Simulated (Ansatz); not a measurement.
This geometry of CH₄OSi₂ (8 atoms, charge 0, multiplicity 1) is a first-order saddle point.

The calculation used RKS PBE/def2-SVP (Ansatz 0.2.0).

```xyz
8
Properties=species:S:1:pos:R:3
C -0.101 1.257 -0.609
Si -1.494 2.191 -0.216
Si 0.375 -0.319 0.268
O -0.872 -1.439 0.042
H 0.572 1.506 -1.455
H 0.573 -0.106 1.751
H 1.687 -0.811 -0.297
H -0.741 -2.279 0.516
```

Q: Which two structures does it join? (They come from a converged band through this point; their orientation in space is the band's.)

A: No bond is made or broken. The dihedral Si2–Si3–O4–H8 goes from 38 to -125°.

Image 0:

```xyz
8
Properties=species:S:1:pos:R:3
C -0.242 1.146 -0.634
Si -0.509 1.760 1.018
Si 0.478 -0.359 0.005
O -0.268 -1.860 -0.060
H -0.481 1.555 -1.625
H 0.312 0.272 1.529
H 1.933 -0.697 0.008
H -1.225 -1.817 -0.242
```

Image 6:

```xyz
8
Properties=species:S:1:pos:R:3
C -0.059 1.069 -0.864
Si -1.674 0.340 -0.977
Si 0.687 -0.104 0.288
O -0.799 -1.103 0.226
H 0.359 1.946 -1.379
H 0.874 0.225 1.752
H 1.845 -0.990 -0.099
H -1.234 -1.383 1.053
```

Q: How far does it lie above each of them?

A: 10.6 kcal/mol above the first and 10.8 kcal/mol above the second. This is the barrier of this one path; another mechanism may lie lower.

The run took 2 min on 1 thread of Intel(R) Xeon(R) 6975P-C (Granite Rapids), on a shared host, peak memory 0.16 GiB.
